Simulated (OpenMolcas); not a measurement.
**Ru3+: ligand-field states by method**

Ru3+ with 4 ligands (oxide) in tetrahedral coordination (Td) at 1.93 Å. A charge of +1.25 e stands 2.6 Å behind each ligand. Ligand basis ANO-RCC-VDZP.
```
Ru    0.0000    0.0000    0.0000
O     1.1143    1.1143    1.1143
O     1.1143   -1.1143   -1.1143
O    -1.1143    1.1143   -1.1143
O    -1.1143   -1.1143    1.1143
```

| Property | Result |
| --- | --- |
| Program | OpenMolcas |
| Basis | ANO-RCC-VDZP [6s5p3d1f] |
| Scalar Hamiltonian | DKH2, point nucleus |
| Active space | 5 electrons in 5 orbitals (4d) |
| State averaging | 2S+1 = 6 even, 1 root; 2S+1 = 4 even, 24 roots; 2S+1 = 2 even, 75 roots |
| Spin-orbit coupling | state interaction with AMFI integrals over the reference wave functions |

I. CASSCF
II. SS-CASPT2, IPEA 0.25 Eh, imaginary shift 0.1 Eh (closed shells correlated: 4s 4p and the ligand valence shells)

Spin-free states (labels of Td) in cm-1, each column counted from its own energy of the first state listed:

```json
{"State": "6A1", "Degeneracy": "1", "I": "0", "II": "0"}
{"State": "2S+1 = 4", "Degeneracy": "3", "I": "14934", "II": "9060"}
{"State": "2S+1 = 4", "Degeneracy": "3", "I": "18275", "II": "11870"}
{"State": "2T2", "Degeneracy": "3", "I": "18362", "II": "11330"}
{"State": "2S+1 = 4", "Degeneracy": "1", "I": "21963", "II": "15660"}
{"State": "4E", "Degeneracy": "2", "I": "22089", "II": "15420"}
{"State": "2S+1 = 4", "Degeneracy": "3", "I": "23601", "II": "15490"}
{"State": "2A2", "Degeneracy": "1", "I": "23700", "II": "14600"}
{"State": "2S+1 = 2", "Degeneracy": "3", "I": "24975", "II": "16180"}
{"State": "2S+1 = 2", "Degeneracy": "3", "I": "26224", "II": "17280"}
{"State": "2E", "Degeneracy": "2", "I": "26424", "II": "17060"}
{"State": "4E", "Degeneracy": "2", "I": "27374", "II": "18920"}
{"State": "2S+1 = 4", "Degeneracy": "3", "I": "30441", "II": "22550"}
{"State": "2A1", "Degeneracy": "1", "I": "30679", "II": "21750"}
{"State": "2S+1 = 2", "Degeneracy": "3", "I": "31346", "II": "20840"}
{"State": "2S+1 = 2", "Degeneracy": "3", "I": "31727", "II": "22080"}
{"State": "2E", "Degeneracy": "2", "I": "32441", "II": "21990"}
```

From I to II, I's first state of another spin (2S+1 = 4) moves from 14934 to 9060 cm-1, by about -5900 cm-1.

I: A least-squares ligand-field fit to the states below 45000 cm-1, each weighted by its degeneracy and with a free common offset, gives 10Dq = -9079 cm-1 (negative for this site), B = 693 cm-1 and C = 2841 cm-1 (C/B = 4.10), with an rms deviation of 451 cm-1. The same method and metal basis give the free ion B = 902 cm-1 (fit to its terms below 60000 cm-1, rms deviation 29 cm-1), so the nephelauxetic ratio is β = 693 / 902 = 0.77; it hangs on how both fits weigh the states, and computed free-ion B values tend to be too large, so β mixes covalency with correlation.

χT at 300 K: I 4.36, II 4.32 cm3 K/mol.

Roots that are degenerate in the reference are averaged as groups; the widest CASPT2 spread within a group is 500 cm-1 (the 3-fold group of multiplicity 4 near 9060 cm-1 above the lowest state of its run, II). Shifts and gaps below about the spread of the groups concerned are not significant. Over all roots computed the reference weight is 0.67 to 0.70 in II; a low but even weight reflects the number of correlated electrons. The least metal-like active orbital is 81 % on the metal (Löwdin) and no ligand orbital is active, so the numbers are rough. The oxide ions are held by bare point charges, a crude embedding. Ligand-to-metal charge-transfer states are missing. With no ligand orbital active B as a rule stays too high, so bands that hang on it stand too high and its fall with covalency is understated. Without dynamic correlation the repulsion within the d shell is too large (B by tens of per cent), so at a given field states of lower spin stand too high (holds for I). With metal d orbitals alone the field can be off either way by tens of per cent (holds for I). These CASPT2 states fit no ligand-field parameters well, so their order and spin gaps are uncertain (holds for II). With one d shell and no ligand orbital active, 10Dq can be off by a tenth or more (holds for II). No measured value stands beside these numbers; the geometry is a model, was not optimised and need not be the one that this ion takes.

A state without a sure symmetry label is named by its multiplicity alone.
